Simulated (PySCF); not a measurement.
C5H5FSi, SMILES C#C[Si](C)(F)C#C.

The structure is a stationary point at PBE-D3(BJ)/def2-SVP.

Computed with PBE-D3(BJ)/def2-SVP (PySCF).

Frequencies are harmonic and unscaled.

Computed normal modes with their intensities:
```
mode  ν (cm⁻¹)  IR (km/mol)  moving atoms (share of kinetic energy)
----  --------  -----------  --------------------------------------
1           87          1.1                          C 71 %, H 17 %
2          120          0.7                  C 54 %, H 25 %, F 21 %
3          123          3.3         C 54 %, H 20 %, Si 13 %, F 13 %
4          147          0.0                                  H 92 %
5          177          0.2                  C 50 %, F 22 %, H 21 %
6          226          1.4          F 38 %, C 32 %, H 21 %, Si 8 %
7          292          5.6                          C 79 %, H 18 %
8          329         22.2                          C 69 %, F 20 %
9          373         23.5                           C 78 %, H 8 %
10         395         60.5                          C 76 %, Si 9 %
11         545         15.9                    C 74 %, H 9 %, F 9 %
12         655         79.6                 C 42 %, Si 37 %, H 21 %
13         696         17.6                          H 76 %, C 24 %
14         697         28.9                          H 75 %, C 24 %
15         711          5.1                          H 76 %, C 24 %
16         711         44.1                          H 76 %, C 24 %
17         723         51.8          H 40 %, C 30 %, Si 21 %, F 9 %
18         771        109.5                 H 41 %, Si 28 %, C 26 %
19         795        199.9                 H 55 %, Si 22 %, C 22 %
20         884        168.5                         Si 48 %, F 42 %
21        1220         29.2                          H 77 %, C 23 %
22        1373          4.3                                  H 96 %
23        1375          1.4                                  H 96 %
24        2091         31.6                           C 90 %, H 9 %
25        2091         77.8                           C 90 %, H 9 %
26        2982          0.0                                  H 97 %
27        3087          0.8                           H 91 %, C 9 %
28        3090          0.6                           H 91 %, C 9 %
29        3389         66.8                          H 86 %, C 14 %
30        3389         28.1                          H 86 %, C 14 %
```
